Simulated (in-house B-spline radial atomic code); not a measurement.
Zn⁺. Computed with a B-spline radial atomic code. Model: non-relativistic spherical atom: semilocal Troullier-Martins pseudo-atom, one channel per l, against all electrons, high spin, G0W0 and RPA with empty states to l = 8, local potential for every l without a channel, a model core (radius 0 = none) keeps its share of the functional.

What the tables leave out is listed at the end.

The pseudopotential gives back the lowest level of each angular momentum of its own functional in the configuration it was made in; a second state of the same l is only approximately right. Exact exchange, RPA and GW see the smooth pseudo-orbitals and miss the exchange with the core, for which the functional's share stands in. The column with an uncorrelated core keeps all orbitals and exact exchange, and so separates missing core correlation from pseudisation. Only the three outermost levels and the lowest empty one were computed. RPA here is direct RPA, with no exchange kernel, and its energies carry an (l + 1/2)⁻⁴ tail. A hybrid on a potential with a model core restores only its own semilocal share of the core's exchange.

Command:
```bash
python run_psgw.py task.json out
```
Settings (lengths in bohr, energies in hartree):
```
Z                      30
electrons              29
configuration          [Ar] 3d10 4s1
generated_in           [Ar] 3d10 4s2
functional             pbe,pbe
core_shells            5
radius_factor          0.9
core_correction        False
ion_configuration      [Ar] 3d10
```

Time taken, with all properties: 37 s on 1 thread of AMD EPYC 7R43 64-Core Processor (Zen 3), with other jobs on the host.

Given: made with PBE; model core radius 0 bohr; local radius 1.704 bohr; mean-field start PBE.

Valence shells of the generating configuration: 3d, 4s.

Channel: s 1.929, p 2.763, d 1.517 (radii in bohr).

Computed: largest level miss in the spin-unpolarised generating configuration 0 eV; valence RPA correlation energy all-electron orbitals -0.71871 hartree; valence RPA correlation energy pseudo -0.94309 hartree; all-electron RPA polarisability, core included 13.603 bohr³; ionisation by mean-field all-electron 18.373 eV; ionisation by mean-field pseudo minus all -0.023 eV; ionisation by RPA pseudo minus all 1.074 eV.

```csv
level,occupied,mean-field all-electron (eV),mean-field pseudo minus all (eV),G0W0 all-electron (eV),G0W0 uncorrelated core minus all (eV),G0W0 pseudo minus all (eV),exchange self-energy all-electron (eV),exchange self-energy pseudo (eV)
4s up,1,-14.226,-0.015,-18.383,-0.038,-0.387,-13.346,-12.125
4s down (empty),0,-13.031,0.076,-9.4789,-0.032,-0.394,-3.1932,-1.9689
```

Question: What is the ionisation by RPA all-electron?

Answer: 18.242 eV.

Question: What is the pseudo-atom RPA polarisability?

Answer: 13.576 bohr³.

Given: mean-field start PBE0.

Computed: all-electron RPA polarisability, core included 12.026 bohr³; pseudo-atom RPA polarisability 11.829 bohr³; ionisation by mean-field all-electron 17.99 eV; ionisation by mean-field pseudo minus all 0.255 eV; ionisation by RPA all-electron 18.107 eV; ionisation by RPA pseudo minus all 1.074 eV.

```tsv
level	occupied	mean-field all-electron (eV)	mean-field pseudo minus all (eV)	G0W0 all-electron (eV)	G0W0 uncorrelated core minus all (eV)	G0W0 pseudo minus all (eV)	exchange self-energy all-electron (eV)	exchange self-energy pseudo (eV)
4s up	1	-14.972	-0.253	-18.229	-0.034	-0.621	-13.086	-12.156
3d down	1	-22.777	1.11	-27.905	-0.173	4.563	-52.383	-33.227
4s down (empty)	0	-11.606	-0.179	-9.2215	-0.026	-0.536	-2.8604	-1.877
```

Question: What is the valence RPA correlation energy pseudo?

Answer: -0.91246 hartree.

Question: What is the valence RPA correlation energy all-electron orbitals?

Answer: -0.67761 hartree.

Given: mean-field start Hartree-Fock.

Computed: valence RPA correlation energy all-electron orbitals -0.586 hartree; valence RPA correlation energy pseudo -0.83515 hartree; all-electron RPA polarisability, core included 9.6963 bohr³; pseudo-atom RPA polarisability 9.1944 bohr³; ionisation by mean-field pseudo minus all 0.843 eV; ionisation by RPA pseudo minus all 1.114 eV.

| level | occupied | mean-field all-electron (eV) | mean-field pseudo minus all (eV) | G0W0 all-electron (eV) | G0W0 uncorrelated core minus all (eV) | G0W0 pseudo minus all (eV) | exchange self-energy all-electron (eV) | exchange self-energy pseudo (eV) |
| --- | --- | --- | --- | --- | --- | --- | --- | --- |
| 4s up | 1 | -16.672 | -0.896 | -17.768 | -0.019 | -1.202 | -12.126 | -12.021 |
| 3d down | 1 | -30.597 | 4.638 | -28.563 | -0.233 | 2.862 | -52.986 | -32.777 |
| 3d up | ? | ? | ? | ? | ? | ? | ? | ? |
| 4s down (empty) | 0 | -7.368 | -0.486 | -8.7114 | -0.009 | -0.81 | -1.7496 | -1.444 |

Question: What belongs in the row 3d up?

Answer: occupied: 1; mean-field all-electron (eV): -30.616; mean-field pseudo minus all (eV): 4.505; G0W0 all-electron (eV): -28.647; G0W0 uncorrelated core minus all (eV): -0.229; G0W0 pseudo minus all (eV): 2.759; exchange self-energy all-electron (eV): -52.635; exchange self-energy pseudo (eV): -32.688.

Question: What is the ionisation by mean-field all-electron?

Answer: 16.569 eV.

Question: What is the ionisation by RPA all-electron?

Answer: 17.756 eV.

Among the listed levels the largest G0W0 shift of the pseudo-atom is +4.56 eV, for 3d down on the PBE0 start, while leaving the core uncorrelated moves that level by -0.17 eV. So pseudisation and the lost core exchange, not the missing core correlation, make the error. Not in the tables (levels of low weight, unsolved or above zero; the highest and the empty levels are kept at any weight): on PBE the G0W0 levels 3d down (pseudo minus all +4.80 eV, weights 0.82 and 0.64), 3d up (pseudo minus all +4.22 eV, weights 0.78 and -0.73); on PBE0 the G0W0 levels 3d up (pseudo minus all +4.52 eV, weights 0.85 and 0.58).
